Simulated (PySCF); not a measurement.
**Frontier orbitals and the lowest excitations**

C7H5NSi.
Numbering: `[CH:1]#[C:2][Si@@H:3]1[C@@H:4]([C:5]#[N:6])[C:7]12[CH:8]=[CH:9]2` (hydrogens: H10 on C1; H11 on Si3; H12 on C4; H13 on C8; H14 on C9)

Cartesian coordinates in Å at the GFN2-xTB level; atoms count from 1:
```xyz
14
C7H5NSi angstrom
C      3.0822   -0.8376    1.5352
C      2.2273   -0.1887    0.9918
Si     0.9322    0.8055    0.1498
C     -0.8632    0.3254    0.7018
C     -1.8558    1.3163    0.7648
N     -2.6464    2.1505    0.7824
C     -0.4224   -0.1387   -0.7007
C     -1.2278   -0.2478   -1.9523
C     -0.8008   -1.3718   -1.4501
H      3.8253   -1.4089    2.0133
H      1.2558    2.1829   -0.1634
H     -0.9881   -0.4500    1.4517
H     -1.7788    0.2942   -2.6803
H     -0.7401   -2.4318   -1.4662
```

Computed with TDDFT CAM-B3LYP/def2-SVPD, vertical, gas phase, core orbitals frozen in the response (PySCF 2.14.0, density-fitted response routines).

Kohn–Sham orbitals with the atoms that hold most of them (Löwdin shares over 4%, at most four atoms; ? is withheld):

```tsv
orbital	ε (eV)	atoms
LUMO+2	0.69	C1 28%, C2 26%, Si3 18%, H11 7%
LUMO+1	0.46	C9 34%, C8 33%, C7 8%, H14 8%
LUMO	-0.07	?
HOMO	-8.12	?
HOMO-1	-8.81	C4 26%, N6 20%, C5 13%, Si3 10%
HOMO-2	-10.33	C2 39%, C1 37%, C7 6%, C8 4%
HOMO-3	-10.43	C2 28%, C1 26%, C7 10%, C9 6%
```

Question: Which atoms hold the LUMO, and with what shares?

Answer: Si3 (bonded to 3 C and H) 28%; C2 (bonded to C and Si) 20%; C1 (bonded to C and H) 18%; C4 (bonded to 2 C, Si and H) 9%. By element: carbon 46% or more, silicon 28%.

Question: Which atoms hold the HOMO, and with what shares?

Answer: C7 (bonded to 3 C and Si) 24%; C9 (bonded to 2 C and H) 16%; C8 (bonded to 2 C and H) 16%; Si3 (bonded to 3 C and H) 15%. By element: carbon 55% or more, silicon 15%.

Question: The HOMO–LUMO gap is 8.05 eV. Where does the response calculation put the lowest singlet, and from which orbitals?

Answer: S1 is at 5.15 eV (f = 0.090), 2.90 eV below the gap, made of HOMO→LUMO (86%). 

Question: Give energy, strength and leading configuration of S1 and S2, and follow the Löwdin shares of the leading atoms from the occupied to the empty orbital.

Answer: 
- S1 (5.15 eV, f 0.090), HOMO→LUMO (86%): C7 24% → at most 9%, C9 16% → at most 9%, Si3 15% → 28%, C2 at most 16% → 20%
- S2 (5.25 eV, f 0.015), HOMO→LUMO+1 (93%): C7 24% → 8%, C9 16% → 34%, C8 16% → 33%

Löwdin shares depend on the basis, the more so with diffuse functions.

Time: 2.1 min (with the writing of density and orbital grids); peak memory 1.0 GiB. Hardware: one thread, Arm Neoverse N1 (aarch64), on a shared host.
